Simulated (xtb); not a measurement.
C₂H₅Se, SMILES CC[Se] (connectivity only; charge and spin as stated), charge -1, multiplicity 1. All values are semi-empirical tight-binding results from xtb (GFN2-xTB unless named), good for trends rather than for accurate numbers. Geometry optimised at GFN2-xTB. The multiplicity is an assumed one; other spin states were not compared. The isomer is the one that the SMILES or the coordinates give; other isomers of the formula were not compared.

Optimised geometry:

```xyz
8

C     -0.3963     2.0658     0.0000
C      0.6785     1.0016     0.0000
Se    -0.0679    -0.8103     0.0000
H     -1.0268     1.9605    -0.8810
H      0.0525     3.0635     0.0000
H     -1.0268     1.9605     0.8810
H      1.3088     1.0805    -0.8884
H      1.3088     1.0805     0.8884
```
Charge -1, spin multiplicity 1.

Computed properties:
The point group as xtb finds it comes out as Cs and the orbital gap is 4.84 eV. The zero-point energy is 40.2 kcal/mol, the G − E(el) at 298.15 K (modified RRHO) is 23.0 kcal/mol and the static polarisability (D4 model) is 54.9 bohr³. The solvation energy, GFN2-xTB/ALPB(water) is -69.2 kcal/mol and the solvation energy, GFN2-xTB/ALPB(chcl3) comes out as -60.8 kcal/mol.

Problem. Give the atomic charges and the Wiberg bond orders between heavy atoms. (Estimate from the structure and the level; the computed values follow.)

Solution. charges (e) C1 -0.07, C2 0.11, Se3 -1.06, H4 0.03, H5 -0.02, H6 0.03, H7 -0.01, H8 -0.01. Bond orders C1–C2 1.03, C2–Se3 0.99.
